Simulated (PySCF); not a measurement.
SiHBr₃, SMILES Br[SiH](Br)Br. Atoms are numbered in the order given.

```xyz
5

Si     0.0000     0.0000    -0.6210
Br    -1.8196    -1.0505     0.1028
Br     0.0000     2.1011     0.1028
Br     1.8196    -1.0505     0.1028
H      0.0000     0.0000    -2.0975
```

Geometry optimised at B3LYP-D3(BJ)/def2-SVP.

Two levels are set side by side: PBE/pcSseg-1 (PySCF) and PBE0/pcSseg-1 (PySCF). GIAO shifts against TMS (²⁹Si), TMS (¹H) at the same level; non-relativistic, no solvent, atoms listed together averaged. Without spin–orbit terms, shifts of atoms bonded to Cl or Br come out too high at both levels. Differences are taken from unrounded values.

| quantity | PBE |
|---|---|
| δ(²⁹Si) of Si1 (ppm) | 52.8 |
| δ(¹H) of H5 (ppm) | 7.56 |

**Question.** These are the PBE values. What does PBE0 give? (The exact figures need the calculation; the answer reports its results.)

**Answer.** 
```
quantity              PBE0  PBE minus PBE0
--------------------  ----  --------------
δ(²⁹Si) of Si1 (ppm)  50.4             2.4
δ(¹H) of H5 (ppm)     7.24            0.32
```

Rough cost on one machine, each run with all the roots and properties that it gave: PBE0 against PBE within a factor of 2.
